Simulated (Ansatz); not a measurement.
Born–Oppenheimer molecular dynamics of ClF₅H₃PW (11 atoms, charge 0, multiplicity 1). It starts at the highest image of a converged band. Of that band: Neighbouring images differ by up to 3.7 eV, so the band resolves the path poorly. A vibrational analysis at the climbing image gives one clearly imaginary mode, 1516i cm⁻¹: a first-order saddle point. Another band between the same ends, with other settings, climbed to 0.829 eV only, so this may not be the lowest route.

Theory: Ansatz 0.2.0, RHF/def2-SVP.

```json
{"ensemble": "NVE (velocity Verlet)", "time step": "0.5 fs", "steps asked": "200", "starting velocities drawn for": "100 K", "seed": "2147"}
```

First frame:

```xyz
11
Properties=species:S:1:pos:R:3
W -0.424 0.136 -0.108
Cl -0.270 0.719 2.252
F 1.432 0.721 -0.061
F -0.873 1.911 -0.298
F -2.196 -0.473 -0.275
F 0.198 -1.498 0.472
F -0.279 -0.220 -1.934
P 2.836 1.496 1.581
H 3.539 0.428 1.007
H 2.971 2.423 0.539
H 1.131 1.118 2.121
```

Problem. What does the run give?

Solution. The run went to its last step.

* steps done: 200
* time covered: 100 fs
* mean temperature over the second half: 1406 K
* spread of the potential energy over the second half: 59.2 meV per atom
* mean potential energy of the second half above the start: -138.1 meV per atom

The conserved energy stayed within 0.24 meV per atom of its start (net change -0.18 meV per atom), so the integration is sound. The kinetic energy rose, since the run started high on the potential surface and went downhill. It ends in pieces (ClH + F4W + FH2P), so much of that is their flight and rotation, not heat. A run of 0.1 ps of so small a system gives no equilibrium averages. The orbitals stay closed-shell, which can raise the energy where a bond breaks towards radicals; this wasn't checked here.

Problem. What happens to the structure?

Solution. Between its relaxed ends the band would form Cl2–H11, F3–P8 and break W1–Cl2, W1–F3, P8–H11. These pairs go: Cl2–H11 1.46 → 1.27 Å, F3–P8 2.30 → 1.61 Å, W1–Cl2 2.43 → 3.51 Å, W1–F3 1.95 → 2.75 Å, P8–H11 1.83 → 3.71 Å. In the last frame they stand as after the step (other bonds may differ from the relaxed reactants and products). It ends as ClH + F4W + FH2P. Pairs count as bonded within 1.25 times the sum of covalent radii (0.12 Å more for H–H). The details hang on the random start.

Problem. How do temperature and energy run in time?

Solution. 
```json
{"time (fs)": "0", "T (K)": "100", "potential energy less start (eV)": "0.000", "conserved less start (meV/atom)": "0.00"}
{"time (fs)": "3", "T (K)": "88", "potential energy less start (eV)": "0.014", "conserved less start (meV/atom)": "0.01"}
{"time (fs)": "6", "T (K)": "78", "potential energy less start (eV)": "0.026", "conserved less start (meV/atom)": "0.00"}
{"time (fs)": "9", "T (K)": "64", "potential energy less start (eV)": "0.042", "conserved less start (meV/atom)": "0.01"}
{"time (fs)": "12", "T (K)": "65", "potential energy less start (eV)": "0.040", "conserved less start (meV/atom)": "0.01"}
{"time (fs)": "15", "T (K)": "70", "potential energy less start (eV)": "0.035", "conserved less start (meV/atom)": "0.01"}
{"time (fs)": "18", "T (K)": "92", "potential energy less start (eV)": "0.010", "conserved less start (meV/atom)": "0.01"}
{"time (fs)": "21", "T (K)": "133", "potential energy less start (eV)": "-0.039", "conserved less start (meV/atom)": "0.02"}
{"time (fs)": "24", "T (K)": "230", "potential energy less start (eV)": "-0.151", "conserved less start (meV/atom)": "0.01"}
{"time (fs)": "27", "T (K)": "377", "potential energy less start (eV)": "-0.322", "conserved less start (meV/atom)": "0.02"}
{"time (fs)": "30", "T (K)": "609", "potential energy less start (eV)": "-0.592", "conserved less start (meV/atom)": "0.02"}
{"time (fs)": "33", "T (K)": "928", "potential energy less start (eV)": "-0.963", "conserved less start (meV/atom)": "0.02"}
{"time (fs)": "36", "T (K)": "1340", "potential energy less start (eV)": "-1.443", "conserved less start (meV/atom)": "0.00"}
{"time (fs)": "39", "T (K)": "1786", "potential energy less start (eV)": "-1.962", "conserved less start (meV/atom)": "-0.03"}
{"time (fs)": "42", "T (K)": "2105", "potential energy less start (eV)": "-2.334", "conserved less start (meV/atom)": "-0.10"}
{"time (fs)": "45", "T (K)": "1973", "potential energy less start (eV)": "-2.181", "conserved less start (meV/atom)": "-0.22"}
{"time (fs)": "48", "T (K)": "1138", "potential energy less start (eV)": "-1.208", "conserved less start (meV/atom)": "-0.02"}
{"time (fs)": "51", "T (K)": "800", "potential energy less start (eV)": "-0.812", "conserved less start (meV/atom)": "0.18"}
{"time (fs)": "54", "T (K)": "1719", "potential energy less start (eV)": "-1.886", "conserved less start (meV/atom)": "-0.18"}
{"time (fs)": "57", "T (K)": "2343", "potential energy less start (eV)": "-2.612", "conserved less start (meV/atom)": "-0.19"}
{"time (fs)": "60", "T (K)": "2245", "potential energy less start (eV)": "-2.496", "conserved less start (meV/atom)": "-0.06"}
{"time (fs)": "63", "T (K)": "1877", "potential energy less start (eV)": "-2.068", "conserved less start (meV/atom)": "-0.01"}
{"time (fs)": "66", "T (K)": "1495", "potential energy less start (eV)": "-1.623", "conserved less start (meV/atom)": "0.02"}
{"time (fs)": "69", "T (K)": "1196", "potential energy less start (eV)": "-1.275", "conserved less start (meV/atom)": "0.01"}
{"time (fs)": "72", "T (K)": "978", "potential energy less start (eV)": "-1.021", "conserved less start (meV/atom)": "0.01"}
{"time (fs)": "75", "T (K)": "838", "potential energy less start (eV)": "-0.858", "conserved less start (meV/atom)": "0.01"}
{"time (fs)": "78", "T (K)": "764", "potential energy less start (eV)": "-0.772", "conserved less start (meV/atom)": "0.01"}
{"time (fs)": "81", "T (K)": "751", "potential energy less start (eV)": "-0.757", "conserved less start (meV/atom)": "0.01"}
{"time (fs)": "84", "T (K)": "811", "potential energy less start (eV)": "-0.827", "conserved less start (meV/atom)": "0.01"}
{"time (fs)": "87", "T (K)": "970", "potential energy less start (eV)": "-1.011", "conserved less start (meV/atom)": "0.02"}
{"time (fs)": "90", "T (K)": "1234", "potential energy less start (eV)": "-1.320", "conserved less start (meV/atom)": "0.02"}
{"time (fs)": "93", "T (K)": "1605", "potential energy less start (eV)": "-1.751", "conserved less start (meV/atom)": "0.00"}
{"time (fs)": "96", "T (K)": "2010", "potential energy less start (eV)": "-2.223", "conserved less start (meV/atom)": "-0.03"}
{"time (fs)": "99", "T (K)": "2273", "potential energy less start (eV)": "-2.530", "conserved less start (meV/atom)": "-0.14"}
```

Time of the run: 10 min on 4 threads of Arm Neoverse V1, with other jobs on the host, peak memory 0.56 GiB.
